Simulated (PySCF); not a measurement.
Gas-phase equilibrium of 1 mol MgCl₂, 57 mol H₂O at 1400 K and 0.133 bar, among 19 species (ClO, O₂, HCl, O, HO₂, H₂O, H, HOCl, H₂O₂, O₃, MgCl₂, H₂, MgH₂, MgCl, MgH, Cl, Cl₂, Mg, OH). Only gases are allowed; each row takes one source of thermochemistry for all species, and Cantera finds the minimum.

Method: PySCF energies plus ideal-gas RRHO corrections (1 bar). † marks an energy on the PBE0/def2-TZVP geometry and frequencies; other levels use their own. Open shells (unrestricted) among the columns below: O₂ (multiplicity 3); the rest are closed-shell singlets. B3LYP is the form with VWN-RPA correlation. The harmonic model lacks anharmonicity and excited electronic states, which grow with temperature; levels with a mode under 35 cm⁻¹ are left out. Soft modes under 120 cm⁻¹ make the harmonic entropy rough for MgCl₂.

Molecules larger than those listed are left out. Table species left out: MgO, MgOH, Mg(OH)2, Mg2.

Mole fractions:

```json
[
 {"thermochemistry": "B3LYP/def2-TZVP†", "x H₂O": "0.98", "x MgCl₂": "0.017", "x H₂": "0.00079", "x O₂": "0.00046", "x HCl": "0.00033", "x Mg": "0.00014"},
 {"thermochemistry": "BLYP/def2-TZVP†", "x H₂O": "0.98", "x MgCl₂": "0.017", "x H₂": "0.0018", "x O₂": "0.0010", "x HCl": "0.00056", "x Mg": "0.00025"},
 {"thermochemistry": "M06-2X/def2-TZVP†", "x H₂O": "0.98", "x MgCl₂": "0.017", "x H₂": "0.00034", "x O₂": "0.00021", "x HCl": "0.00021", "x Mg": "8.3e-5"},
 {"thermochemistry": "PBE0/def2-QZVP†", "x H₂O": "0.98", "x MgCl₂": "0.017", "x H₂": "0.00024", "x O₂": "0.00017", "x HCl": "0.00024", "x Mg": "8.3e-5"},
 {"thermochemistry": "PBE0/def2-TZVP", "x H₂O": "0.98", "x MgCl₂": "0.017", "x H₂": "0.00051", "x O₂": "0.00032", "x HCl": "0.00029", "x Mg": "0.00011"}
]
```
The most sensitive of these is H₂: it spans a factor of 10^0.9 over these rows; at this temperature one factor of ten is RT ln 10 = 27 kJ/mol.
